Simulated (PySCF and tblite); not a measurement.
Results of a calculation; reference values are marked as such.
System: C₅H₁₀GeSi, numbered as in [SiH3:1][C:2]1([GeH3:3])[CH:4]=[CH:5][CH:6]=[CH:7]1.

Level: B3LYP/pcSseg-1 + D3(BJ) on PBE0-D3(BJ)/def2-SVP stationary points, with GFN2-xTB thermal terms. Rates follow Eyring's equation with the number of equivalent paths and no tunnelling. Programs: tblite and PySCF.

Spin–orbit effects of heavy atoms on shieldings are missing.

**Question.** Estimate the barrier and the room-temperature rate of the shift of Si1 from C2 to C7.

**Answer.** The electronic barrier is 17.6 kcal/mol and ΔG‡(298 K) 18.2 kcal/mol, over a C1 saddle with an imaginary mode of 234i cm⁻¹ (GFN2-xTB). With 2 equivalent paths, k is 0.6 s⁻¹, a mean lifetime of the start of 1.7 s against this motion. The end lies 3.6 kcal/mol above the start in free energy.
